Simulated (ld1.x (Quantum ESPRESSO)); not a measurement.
Before and after: TM potential for Sc (Z = 21)

```
Element                 : Sc
Generator               : ld1.x (Quantum ESPRESSO) 7.5
Type                    : norm-conserving Troullier–Martins (Kleinman–Bylander form)
Functional              : LDA (PZ)
Relativity              : scalar-relativistic
Frozen core             : [Ne]
Valence charge          : 11
Reference configuration : 3s2 3p6 3d1 4s2 4p0
Partial waves           : 3s (bound): rc 1.10 bohr; 3p (bound): rc 1.50 bohr; 3d (bound): rc 2.10 bohr
Local potential         : the d channel
Core correction         : none
```

Occupied shells without a wave of their own: 4s. They enter only through the test configuration that unscreens the potential.

All-electron outer shells of the reference configuration (LDA (PZ), scalar-relativistic, ld1.x):

| shell | level (eV) | outermost node (bohr) | outermost maximum (bohr) |
| --- | --- | --- | --- |
| 2s | -472.96 | 0.10 | 0.28 |
| 2p | -388.03 | – | 0.23 |
| 3s | -54.71 | 0.42 | 0.92 |
| 3p | -33.56 | 0.39 | 0.97 |
| 4s | -4.30 | 1.33 | 3.06 |
| 3d | -3.42 | – | 1.10 |
| 4p | -1.52 | 1.49 | 4.03 |

Change: all radii scaled by about 0.94 (s 1.04, p 1.40, d 1.98 bohr).

Cutoffs: the cutoffs (Ry, on a coarse ladder) from which the occupation-weighted sum of valence levels, in a spherical-Bessel basis at the reference potential, stays within 10 and 1 mRy of its value at 400 Ry; they do not see the model core or the augmentation charge, which bear on the density cutoff. Errors are all-electron minus pseudo energies relative to the spin-unpolarised reference configuration.

**Question.** Predict the effect on cutoff, ghosts and configuration errors.

**Answer.** The potential gets neither clearly harder nor softer (100 Ry and 180 Ry → 110 Ry and 180 Ry); of the 9 tests that both files solve, the error grows in 0 and shrinks in 2 by more than 15 % and 0.3 meV (median size 77.3 → 53.3 meV); neither file shows a bound ghost.

```tsv
quantity	base	changed
cutoff, loose	100 Ry	110 Ry
cutoff, tight	180 Ry	180 Ry
loose cutoff by channel (10 mRy a level)	s 80 Ry, p 30 Ry, d 40 Ry	s 90 Ry, p 30 Ry, d 45 Ry
bound ghosts	none	none
largest miss of a reference level, eV	0.10	0.09
error for 3s2 3p6 3d1 4s1 4p0, meV [ΔE 7.07 eV]	+125	+120
error for 3s2 3p6 3d1 4s0 4p0, meV [ΔE 20.03 eV]	+285	+288
error for 3s2 3p6 3d0 4s0 4p0, meV [ΔE 45.12 eV]	+409	+432
error for 3s1 3p6 3d1 4s2 4p0, meV [ΔE 61.66 eV]	+77	+40
error for 3s2 3p5 3d1 4s2 4p0, meV [ΔE 40.14 eV]	+74	+39
error for 3s2 3p6 3d1 4s1.5 4p0, meV [ΔE 2.82 eV]	+56	+53
error for 3s2 3p6 3d0 4s2 4p1, meV [ΔE 3.62 eV]	-37	-36
error for 3s2 3p6 3d1 4s2 4p0 (spin-polarised), meV [ΔE -0.15 eV]	+13	+12
error for 3s2 3p6 3d1 4s1 4p0 (spin-polarised), meV [ΔE 6.52 eV]	+134	+130
```

Base: The 4s level has no wave, so the channel is fitted at the deeper level alone: the likely source of the large errors. Changed file: The 4s level has no wave, so the channel is fitted at the deeper level alone: the likely source of the large errors.
